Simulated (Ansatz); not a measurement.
Input for Ansatz (an electronic-structure program): R-B3LYP/def2-TZVPP on H2Sn (SMILES [SnH2]), atoms moved off the minimum. Elements past Kr take the def2 small-core potentials; no spin–orbit coupling.

Ansatz 0.2 input:
```yaml
crystal:
  periodic: [false, false, false]
  atoms:
    - {symbol: Sn, position_ang: [-0.00775913, 0.03913721, 0.10481797]}
    - {symbol: H, position_ang: [-0.07765663, -1.19237334, -1.17575801]}
    - {symbol: H, position_ang: [-0.22827826, 1.27956961, -1.26333547]}
basis:
  gaussian:
    orbitals: def2-TZVPP
hamiltonian:
  xc: {name: B3LYP}
scf: {lower_state_search: off}
output: {forces: true}
```

The log:

```
WARN ansatz: RAYON_NUM_THREADS=2 ignored (pool sized by the plan → 2); use --threads N
Functional definition: B3LYP
these checks for a lower state are left out or cut short: stability, starts, cluster_reference, orbital_swaps, neighbouring_geometries, increment
integrals: 0.01 GiB planned
550 factors; their error is unknown
mean field: 0.19 GiB planned
mean field evaluation 1: about -5864.2090 eV, gradient 1.4e1 eV
mean field evaluation 2: about -5864.3946 eV, gradient 1.3e1 eV
mean field evaluation 4: about -5865.0007 eV, gradient 3.1e-1 eV
mean field evaluation 8: about -5865.0655 eV, gradient 1.8e-2 eV
mean field evaluation 16: about -5865.0655 eV, gradient 4.6e-6 eV
mean field -5865.06548323 eV, -215.5371810246 hartree, gradient 1.9e-6 eV, S^2 0.000000; 0 other end points of the search recorded, 0 dependent functions left out
the calculation of the forces begins
reference -5865.06569177 eV, -215.5371886883 hartree; 12, 12 occupied and 66, 66 virtual orbitals, 550 factors
Total energy: -5865.06569177 eV, -215.5371886883 hartree
Atom 0 at    -0.007759     0.039137     0.104818 Å, force    -0.105947     0.497759    -0.708509 eV/Å
Atom 1 at    -0.077657    -1.192373    -1.175758 Å, force     0.017424    -0.142186     0.085075 eV/Å
Atom 2 at    -0.228278     1.279570    -1.263335 Å, force     0.088523    -0.355572     0.623434 eV/Å
Dipole moment:     0.028932    -0.033839     0.246692 e Å
Checks for a lower state left out: stability, starts, cluster_reference, orbital_swaps, neighbouring_geometries, increment
```

The run converged.

Cost: roughly 0.7 core-seconds.
